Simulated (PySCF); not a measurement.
Species: CH12Si4.
SMILES with atom numbers: `[CH3:1][SiH2:2][SiH:3]([SiH3:4])[SiH3:5]` (hydrogens: H6, H7, H8 on C1; H9, H10 on Si2; H11 on Si3; H12, H13, H14 on Si4; H15, H16, H17 on Si5)

Computed with PBE0-D3(BJ)/def2-SVP geometry optimisation, gas phase (PySCF 2.14.0).

Entries marked ? are missing. Bonds in one row agree within 0.01 Å.

```csv
coordinate,value
C1–Si2,?
Si2–Si3,?
"Si3–Si4, Si3–Si5",?
"C1–H6, C1–H7, C1–H8",1.101 Å
"Si2–H9, Si2–H10",1.498 Å
Si3–H11,1.501 Å
Si4–H12 and 5 like bonds,1.496 Å
Si2–C1–H6,110.8°
Si2–C1–H7,110.5°
H6–C1–H7,108.0°
C1–Si2–Si3,111.2°
C1–Si2–H9,110.6°
Si3–Si2–H9,109.5°
Si3–Si2–H10,107.3°
H9–Si2–H10,107.6°
Si2–Si3–Si4,108.7°
Si2–Si3–H11,110.2°
Si4–Si3–Si5,?
Si4–Si3–H11,109.1°
Si3–Si4–H12,?
Si3–Si4–H14,?
H12–Si4–H13,?
H13–Si4–H14,?
```

Question: Estimate the withheld lengths and angles.

Answer: 
- C1–Si2 = 1.884 Å, drawn single (Si-methyl carbon to SiH2 silicon); 0.01 Å above the sum of covalent radii, 1.87 Å.
- Si2–Si3 = 2.346 Å, drawn single (SiH2 silicon to SiH silicon); 0.13 Å above the sum of covalent radii, 2.22 Å.
- Si3–Si4, Si3–Si5 = 2.344 Å, drawn single (SiH silicon to SiH3 silicon); 0.12 Å above the sum of covalent radii, 2.22 Å.
- Si4–Si3–Si5 = 108.8°, at the SiH silicon; the outer atoms are 3.811 Å apart.
- Si3–Si4–H12 = 111.5°, at the SiH3 silicon; the outer atoms are 3.210 Å apart.
- Si3–Si4–H14 = 108.9°, at the SiH3 silicon; the outer atoms are 3.163 Å apart.
- H12–Si4–H13 = 108.6°, at the SiH3 silicon; the outer atoms are 2.430 Å apart.
- H13–Si4–H14 = 108.3°, at the SiH3 silicon; the outer atoms are 2.427 Å apart.

Radii are Cordero's, carbon taken as 0.76, 0.73 or 0.69 Å for four, three, and two or fewer neighbours.

Not checked by PBE0-D3(BJ)/def2-SVP frequencies. One conformer, not necessarily the lowest (C1–Si2–Si3–Si4 -59°).
